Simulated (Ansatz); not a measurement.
ditellurium (Te2), triplet, at a GFN2-xTB geometry (all electrons, no relativity). Base run: PBE/STO-3G in Ansatz (a first-principles code).

The Ansatz input:
Ansatz 0.2 input:
```yaml
crystal:
  periodic: [false, false, false]
  atoms:
    - {symbol: Te, position_ang: [-0.00000000, -0.00000000, -1.30099916]}
    - {symbol: Te, position_ang: [0.00000000, 0.00000000, 1.30099916]}
basis:
  gaussian:
    orbitals: STO-3G
hamiltonian:
  xc: pbe
magnetization: {spin_polarized: true, initial_magnetization: 2}
```

Variants of this job, named by their change:

```csv
change,ΔE vs base (mEh)
base,0.000
forces = on,0.000
nuclear_model = gaussian,118.1
"point_charge = charge:-1.0 position_ang:-1.366, -1.0652, -3.9368",-8.603
lower_state_search = full,0.000
"point_charge = charge:1.0 position_ang:-0.4611, 4.143, -1.0589",-0.634
"final_grid = 4, 8, 17",-6.088
"final_grid = 14, 28, 59",0.000
accuracy = high,0.010
lower_state_search = light,0.000
```
